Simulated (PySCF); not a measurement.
Two species compared at the same levels of theory.

First species: C7H10SSi.
Cartesian coordinates in Å at the GFN2-xTB level; atoms count from 1:
```xyz
19
C7H10SSi angstrom
C      2.8180   -1.3359    0.9371
C      2.1743   -0.6647    0.1817
C      1.3993    0.1808   -0.6810
S      1.9654    1.9591   -0.5346
Si    -0.0503    2.1449    0.1797
C     -0.0900    0.2999   -0.2950
C     -1.1301   -0.1557   -1.3350
C     -1.9310   -0.8137   -0.2057
C     -0.6937   -0.7126    0.6942
H      3.3871   -1.9399    1.5787
H      1.5432   -0.1170   -1.7230
H     -0.1349    2.4202    1.6075
H     -0.8731    3.0179   -0.6460
H     -1.6334    0.6239   -1.9057
H     -0.7216   -0.8913   -2.0287
H     -2.3095   -1.8157   -0.3986
H     -2.7492   -0.1852    0.1418
H     -0.8538   -0.3637    1.7132
H     -0.1263   -1.6422    0.7271
```

Second species: C7H10F2O2.
SMILES: `C1[C@@H](C[C@H]2[C@@]1(O2)C)OC(F)F`

Levels: PBE0/pcSseg-1 for HOMO energy, LUMO energy and HOMO–LUMO gap. Geometries: GFN2-xTB. Each structure is a single optimised conformer of the isolated species, non-relativistic unless stated. Electronic properties by PySCF.

```
     property  column X  column Y
  HOMO energy  -7.67 eV  -6.88 eV
  LUMO energy   1.03 eV  -0.70 eV
HOMO–LUMO gap   8.70 eV   6.18 eV
```

(1) Which column belongs to which species?

(2) How does each property change from the first species to the second?

Results:

(1) Column X is the second species and column Y the first. The first has 19 atoms and 82 electrons, the second 21 and 86.

(2) HOMO energy -0.79 eV; LUMO energy +1.73 eV; HOMO–LUMO gap +2.52 eV.

